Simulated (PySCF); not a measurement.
Input for PySCF: R-B3LYP/6-31G* on C2H4O2 (SMILES COC=O), a point of a torsion scan.

```python
from pyscf import gto, scf, dft, mp
from pyscf.data.elements import chemcore

mol = gto.M(
    atom='''
    C    -1.01107734   -0.17180813    0.12488175
    O     0.31543031   -0.68832986    0.20512094
    C     1.29139277    0.13602252   -0.13152964
    O     1.17602644    1.26795130   -0.49587966
    H    -1.13367639    0.40932651   -0.79074469
    H    -1.67805353   -1.02993637    0.13110738
    H    -1.21285069    0.47120311    0.98353679
    H     2.25280850   -0.39442864   -0.02649160
    ''',
    basis='6-31g*',
    cart=True,
    charge=0, spin=0, verbose=3, max_memory=1800)
mf = dft.RKS(mol, xc='b3lyp')
mf.conv_tol = 1e-8
mf.max_cycle = 100
mf.kernel()
if not mf.converged:
    mf = mf.newton().run(mf.mo_coeff, mf.mo_occ)
```

Output:

```
converged SCF energy = -229.06192819278
```

The run converged.

Cost: about 1.4 core-seconds (a rough figure).
